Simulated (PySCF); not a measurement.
SiHI, SMILES [SiH]I (connectivity only; charge and spin as stated), neutral, multiplicity 1. Geometry: PBE0-D3(BJ)/def2-TZVP. The def2 effective core potentials stand for the cores of I; spin–orbit coupling is left out.

Calculation: PBE0-D3(BJ)/def2-TZVP (PySCF).

Harmonic wavenumbers (cm⁻¹): 353, 733, 2039. Rotational constants (GHz): 224.4, 3.513, 3.459; symmetry number 1.

**Question.** Work out the zero-point energy and the ideal-gas rigid-rotor harmonic-oscillator thermochemistry at 298.15 K and 1 atm.

**Answer.** ZPE = ½ Σ hcν = ½ × 3126 cm⁻¹ = 18.70 kJ/mol. H − E(el) = 29.81 kJ/mol. Entropy in J/(mol K): translation 171.73, rotation 93.28, vibration 5.95, total 270.95. G − E(el) = -50.97 kJ/mol. Cp = 43.07 J/(mol K).
